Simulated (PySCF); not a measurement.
Löwdin shares of the frontier orbitals

Species: C6H9PSi.
Z-matrix (Å and degrees, GFN2-xTB geometry), rows numbered from 1:
```
C 
C   1  1.5035
C   2  1.3814  1  118.95
C   3  1.3926  2  125.94  1  -179.99
Si  4  1.8869  3  119.59  2  -178.69
C   4  1.3935  3  120.23  2    -0.16
C   6  1.3759  4  124.35  3     0.13
P   7  1.7333  6  125.66  4     0.09
H   1  1.0901  2  110.48  3   -58.66
H   1  1.0883  2  110.82  3  -179.06
H   1  1.0901  2  110.50  3    60.52
H   3  1.0854  2  116.80  1    -0.06
H   5  1.4637  4  109.02  3  -155.74
H   5  1.4646  4  109.04  3   -35.36
H   5  1.4664  4  109.04  3    84.20
H   6  1.0837  4  117.80  3   180.00
H   7  1.0841  6  118.42  4  -179.96
```

Theory: TDDFT B3LYP/def2-SVPD, vertical, gas phase, core orbitals frozen in the response (PySCF).

Kohn–Sham orbitals with the atoms that hold most of them (Löwdin shares over 4%, at most four atoms; ? is withheld):

```
orbital  ε (eV)                           atoms
 HOMO-3   -8.93   C7 18%, P8 17%, C2 14%, C1 9%
 HOMO-2   -7.49   P8 60%, C2 12%, C7 11%, C3 5%
 HOMO-1   -7.39                               ?
   HOMO       ?                               ?
   LUMO   -1.78  P8 33%, C4 17%, C7 14%, C2 13%
 LUMO+1   -1.05  C2 19%, C6 17%, C7 16%, C3 16%
 LUMO+2    0.15   Si5 33%, C3 7%, C6 7%, H14 7%
```

(1) Give the leading atoms of the HOMO-1.

(2) Which atoms hold the HOMO, and with what shares?

(3) What is the HOMO energy, and the HOMO–LUMO gap?

## Answers

(1) C3 (bonded to 2 C and H) 23%; C7 (bonded to C, P and H) 23%; C6 (bonded to 2 C and H) 15%; C2 (bonded to 2 C and P) 14%.

(2) P8 (bonded to 2 C) 29%; C2 (bonded to 2 C and P) 18%; C4 (bonded to 2 C and Si) 17%; C7 (bonded to C, P and H) 10%. By element: carbon 44% or more, phosphorus 29%.

(3) ε(HOMO) = -6.81 eV; the gap is 5.03 eV (0.1848 hartree).

Task: How does S1 compare with the orbital gap of 5.03 eV?

Result: S1 is at 4.56 eV (f = 0.020), 0.47 eV below the gap, made of HOMO-1→LUMO (41%), HOMO→LUMO+1 (34%), HOMO→LUMO (21%). Its leading pair isn't HOMO and LUMO; the energies of that pair differ by 5.61 eV. Without the coupling terms of the response equations the lowest excitation would equal the gap.

Task: One configuration dominates each of S2, S4 and S8. Which, and how do the shares of the two leading atoms of either orbital change from the occupied to the empty one?

Result: 
- S2 (4.78 eV, f 0.016), HOMO-2→LUMO (98%): P8 60% → 33%, C2 12% → 13%, C4 at most 5% → 17%
- S4 (5.28 eV, f 0.0001), HOMO-2→LUMO+1 (99%): P8 60% → at most 16%, C2 12% → 19%, C6 at most 5% → 17%
- S8 (6.22 eV, f 0.460), HOMO-1→LUMO+1 (85%): C3 23% → 16%, C7 23% → 16%, C2 14% → 19%, C6 15% → 17%

Löwdin shares depend on the basis, the more so with diffuse functions.

Hardware: one thread of an Arm Neoverse V1, no GPU (shared host). Cost: 68 s wall (grids of density and orbitals included), 0.92 GiB resident at most.
